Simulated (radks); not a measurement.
Problem. Nd VIII, configuration [Kr] 4d10 4f2 5s2 5p3 (the NIST ground configuration). Calculated with a radial shooting solver on a logarithmic mesh with Libxc functionals: scalar-relativistic Kohn-Sham, LDA (Slater exchange, Perdew-Wang correlation), spin-unpolarised, spherical densities, point nucleus. Some entries of the table are withheld. Estimate them.

orbital,occ.,eigenvalue (eV),<r^2> (bohr^2),<r> (bohr)
1s,2,-43464.23,0.0007609,0.02365
2s,2,-7118.420,(1),0.1011
2p,6,-6377.342,0.009631,0.08883
3s,2,-1626.365,0.08122,0.2666
3p,6,-1392.636,(2),0.2647
3d,10,-1067.529,0.06886,0.2418
4s,2,(3),(4),0.6044
4p,6,(5),0.4629,0.6383
4d,10,-217.5182,0.5571,0.6942
5s,2,-127.8267,1.992,(6)
5p,3,-105.4214,2.426,1.474
4f,2,-98.6872,0.8735,0.8476

Solution. 
(1) 2s <r^2> (bohr^2): 0.01205
(2) 3p <r^2> (bohr^2): 0.08121
(3) 4s eigenvalue (eV): -404.5397
(4) 4s <r^2> (bohr^2): 0.4120
(5) 4p eigenvalue (eV): -327.4136
(6) 5s <r> (bohr): 1.337
